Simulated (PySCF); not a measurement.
**Electron correlation in Mg¹⁰⁺ (magnesium, charge +10)**

1s2, closed-shell 1S. Computed with PySCF 2.14 in an even-tempered Gaussian basis (17 s from 5.3 bohr⁻², ratio 2.2; 7 p from 8.2 bohr⁻², ratio 2.4; 4 d from 25 bohr⁻², ratio 2.4; 3 f from 37 bohr⁻², ratio 2.4; 3 g from 55 bohr⁻², ratio 2.4), with scalar relativity by spin-free X2C-1e. Frozen: nothing; 2 electrons correlated; the 12 highest virtual orbitals of each spin left out.

With two correlated electrons CCSD is exact within the correlated space (frozen core and kept virtual orbitals).

```tsv
level	correlation energy (mhartree)
CCSD	-45.83
```

Diagnostics: T1 = 1.8e-05, D1 = 0.0000, largest double amplitude 0.003.

Cost of the coupled-cluster step: about 2.3 core-seconds, for 2 correlated electrons.
